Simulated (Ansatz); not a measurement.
Program: Ansatz. Geometries: PBE0-D4/def2-TZVP. ΔE: electronic, gas phase. CBS: MP2 limit from def2 TZ/QZ plus the TZ coupled-cluster correction, frozen cores. This one scheme is used for every species. Functionals use def2-TZVPP. B3LYP here is the variant with VWN-RPA as its local correlation; programs differ in this. For Ga, Ge outer-core shells are correlated without core-valence functions, which leaves a few kJ/mol of doubt a bond. Scalar relativity is left out up to krypton. Each species was taken in one conformer, which may not be the lowest.

Reaction (formal exchange of groups at a Ge–Ga bond): `[BH2][GaH][GeH2][CH3]` + acetylene → `C#[C][GeH2][CH3]` + `[BH2][GaH2]`

`[BH2][GaH][GeH2][CH3]`:

Z-matrix (Å, degrees):
```
Ge
Ga 1 2.461
C 1 1.964 2 114.1
H 1 1.547 2 110.5 3 122.9
H 1 1.548 2 108.9 3 -121.5
B 2 2.059 1 121.3 3 -171.9
H 2 1.578 1 115.7 3 8.6
H 3 1.091 1 110.4 2 -178.8
H 3 1.091 1 110.1 2 -58.6
H 3 1.091 1 110.2 2 61.0
H 6 1.199 2 122.0 1 -87.9
H 6 1.199 2 121.9 1 89.2
```

`C#C`:

```xyz
4

C     0.329   -0.394    0.307
C    -0.329    0.394   -0.307
H     0.914   -1.096    0.854
H    -0.914    1.096   -0.854
```

`C#[C][GeH2][CH3]`:

Cartesian coordinates in Å:
```
C 1.019 -0.503 -2.408
C 0.733 -0.542 -1.238
Ge 0.263 -0.578 0.609
C -0.937 0.909 0.987
H 1.273 -0.471 -3.443
H -0.413 -1.928 0.894
H 1.561 -0.471 1.425
H -1.217 0.907 2.041
H -1.838 0.824 0.380
H -0.444 1.853 0.753
```

`[BH2][GaH2]`:

Z-matrix (Å, degrees):
```
B
Ga 1 2.065
H 1 1.199 2 122.1
H 1 1.199 2 122.2 3 -179.9
H 2 1.576 1 122.1 3 89.9
H 2 1.576 1 122.3 3 -90.0
```

| level | ΔE (kJ/mol) | difference from CCSD(T)/CBS |
| --- | --- | --- |
| B97M-V | 6.6 | -13.4 |
| PBE0-D4 | 23.6 | 3.6 |
| B3LYP-D4 | 22.5 | 2.5 |
| r2SCANh-D4 | 20.2 | 0.2 |
| r2SCAN0-D4 | 19.6 | -0.4 |
| B2PLYP | 16.1 | -3.9 |
| r2SCAN | 20.2 | 0.2 |
| CAM-B3LYP | 14.1 | -5.9 |
| HF/def2-QZVPP | 1.1 | -18.9 |
| MP2/def2-QZVPP | 14.1 | -5.9 |
| CCSD(T)/CBS | 20.0 | 0 |

Largest T1 diagnostic among the species: 0.014.

At CCSD(T), def2-SVP lies −7.2 kJ/mol from the extrapolated value and def2-TZVPP −6.2 kJ/mol. In def2-TZVPP, CCSD(T) changes the Hartree–Fock value by +11.8 kJ/mol (the triples alone add +0.6 kJ/mol) and MP2 by +8.8 kJ/mol.
